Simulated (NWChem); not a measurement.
Ionisation of C$_{4}$H$_{4}$N

```
N
H 1 1.0200
C 1 1.3768 2 124.65
C 1 1.3859 2 124.99 3 180.00
C 4 1.3811 1 105.18 2 180.00
H 4 1.0946 5 132.78 1 180.00
H 3 1.0964 1 121.14 2 0.00
C 3 1.3983 7 130.27 1 180.00
H 8 1.0955 3 126.19 7 0.00
```
Charge 0, spin multiplicity 2.

All runs are NWChem calculations. Structure: optimised with UPBE/def2-SVP, a minimum by its harmonic frequencies.

Basis set: def2-TZVP. −ε marks an orbital energy of the parent.

The cost column gives rough processor time relative to −ε(beta HOMO) of PBE; each entry includes its own SCF.

B3LYP has NWChem's definition, with VWN1-RPA local correlation. GW and range-separated runs recompute their integrals, the others keep them in memory, which bears on the times. The structure started from a generated list of species. The unpaired electrons of the parent sit in orbitals of symmetry a' (Cs labels of the run); other states weren't searched. The stability of the SCF solutions was not checked. Open-shell Hartree-Fock references start from PBE0 orbitals; any time given for them includes that run.

```tsv
method	first vertical ionisation energy (eV)	relative cost	remark
−ε(beta HOMO) of PBE	5.19	1	-
−ε(beta HOMO) of B3LYP	6.00	under 3	-
−ε(beta HOMO) of BP86	(withheld)	under 3	-
−ε(beta HOMO) of M06-2X	7.28	under 3	-
G0W0@PBE	7.95	under 3	-
G0W0@PBE0	8.13	under 3	-
G0W0@LDA (SVWN5)	(withheld)	3	-
−ε(beta HOMO) of HF	8.39	5	spin-contaminated
```

### Question
Some entries are withheld; supply them.

### Answer

- −ε(beta HOMO) of BP86, first vertical ionisation energy (eV): 5.29
- G0W0@LDA (SVWN5), first vertical ionisation energy (eV): 7.99
